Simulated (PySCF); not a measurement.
A thermochemical cycle for RbNa

PBE in PySCF with def2-SVPD on every atom (core potentials on Rb), for the lowest determinant that a PBE0 search found; no spin–orbit coupling. RbNa, a singlet (closed shell), has De = 0.67 eV to neutral atoms, and RbNa⁺, a doublet (σ ↑), has De = 0.52 eV to Rb⁺ + Na.

The adiabatic ionisation energy of RbNa, between the minima, is 4.42 eV.

Question: Which ionisation energy of the Rb atom does this level give?

Answer: IE(Rb) = IE(molecule) + De(ion) − De(neutral) = 4.42 + 0.52 − 0.67 = 4.27 eV; the measured value is 4.177 eV (NIST ASD).

Closed-shell solutions of metal pairs were not tested for spin polarisation, which can lower them a little. Spin–orbit coupling is left out. For an ion De counts to the pair picked by the measured ionisation energies or electron affinities, which need not be the lowest pair at this level. States were picked by a PBE0 search and need not be the measured ground states.
